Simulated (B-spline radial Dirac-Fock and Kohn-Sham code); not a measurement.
Z = 57 (lanthanum), transition energy 117 keV. These are calculated numbers from an atomic code on a B-spline grid; the model is a Dirac-Hartree-Slater potential of the neutral atom with a Latter tail (no hole, which puts coefficients of high multipoles low close above an edge), finite nucleus with surface currents. Subshells that would emit electrons below 1 keV are left out.

Task: A pure transition shows α(K) = 0.595, L1/L2 = 13.4 and L1/L3 = 62.6. What is its multipolarity?
A. E1
B. M3
C. M2
D. E3
E. M4
F. M1
G. E4
H. E2

Result: F. For comparison, α(K), L1/L2, L1/L3 are E1 0.130, 7.04, 5.35; E2 0.751, 0.603, 0.569; E3 3.55, 0.0966, 0.103; E4 16.3, 0.0296, 0.0333; M2 4.80, 8.50, 6.82; M3 29.1, 5.70, 1.57; M4 169, 4.21, 0.692.
